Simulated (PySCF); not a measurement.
**Correlation energy of F+ (fluorine, charge +1)**

[He] 2s2 2p4, high-spin 3P determinant. All numbers are calculated (PySCF 2.14, the non-relativistic Hamiltonian (point nucleus), in def2-TZVP (5s3p2d1f, 31 functions)). Frozen: 1s2; 6 electrons correlated.

MP2 pair energies summed by pair of shells (mhartree):

```
 pair  energy  share (%)
2p-2p  -66.45       47.2
2s-2p  -64.62       45.9
2s-2s   -9.69        6.9
```

Total MP2 correlation energy: -140.76 mhartree.

Same-spin part -34.07 and opposite-spin part -106.68 mhartree; SCS-MP2 scales them by 1/3 and 6/5 to -139.38 mhartree.

```json
{"level": "CCSD", "correlation energy (mhartree)": "-156.52"}
{"level": "(T)", "correlation energy (mhartree)": "-1.90"}
{"level": "CCSD(T)", "correlation energy (mhartree)": "-158.42"}
```

Diagnostics: T1 = 0.0041, D1 = 0.0077, largest double amplitude 0.028.

Question: Is a single reference adequate?

Answer: Yes: T1 lies below 0.03 and no double amplitude reaches 0.07.
